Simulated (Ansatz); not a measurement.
Species: CuH, charge 0, multiplicity 1. 
Geometry from a B3LYP-D3(BJ)/def2-TZVP (Ansatz, a quantum-chemistry and plane-wave program) optimisation:
```
Cu
H 1 1.4831
```

Total electronic energies in hartree. Correlated levels leave the core frozen unless marked. No spin-orbit coupling. Frozen are the shells of the preceding noble gas and the d and f shells that filled before the atom's block. Non-relativistic. Basis-set limits of correlation are two-point, X^-3; Hartree-Fock from the larger set.

The T1 diagnostic of CCSD in the largest basis is 0.040, which is high, so the coupled-cluster rows are less sure than usual.

```json
[
 {"level": "HF/6-31G*", "program": "Ansatz", "energy (Eh)": "-1639.13675"},
 {"level": "RI-HF/def2-QZVPP", "program": "Ansatz", "energy (Eh)": "-1639.51381"},
 {"level": "RI-HF/def2-QZVPPD", "program": "Ansatz", "energy (Eh)": "-1639.51381"},
 {"level": "SVWN5/def2-TZVPD", "program": "Ansatz", "energy (Eh)": "-1638.32529"},
 {"level": "B97M-V/def2-TZVPD", "program": "Ansatz", "energy (Eh)": "-1640.74849"},
 {"level": "B3LYP/def2-TZVPD", "program": "Ansatz", "energy (Eh)": "-1641.14304"},
 {"level": "r2SCAN0/def2-TZVPD", "program": "Ansatz", "energy (Eh)": "-1641.01502"},
 {"level": "HSE06/def2-TZVPD", "program": "Ansatz", "energy (Eh)": "-1640.83581"},
 {"level": "RPA@PBE/def2-QZVPP", "program": "Ansatz", "energy (Eh)": "-1640.18217"},
 {"level": "MP2/def2-SVPD", "program": "Ansatz", "energy (Eh)": "-1639.56750"},
 {"level": "SCS-MP2/6-31G", "program": "Ansatz", "energy (Eh)": "-1639.36136"},
 {"level": "CCSD/CBS(def2-TZVPP,def2-QZVPP)", "program": "Ansatz", "energy (Eh)": "-1640.0233"},
 {"level": "CCSD(T)/6-31G", "program": "Ansatz", "energy (Eh)": "-1639.37461"},
 {"level": "CCSD(T)/def2-SVP", "program": "Ansatz", "energy (Eh)": "-1639.54229"},
 {"level": "CCSD(T)/CBS(def2-TZVPPD,def2-QZVPPD)", "program": "Ansatz", "energy (Eh)": "-1640.0506"}
]
```

Totals of different functionals don't rank their quality; only differences between species are comparable.
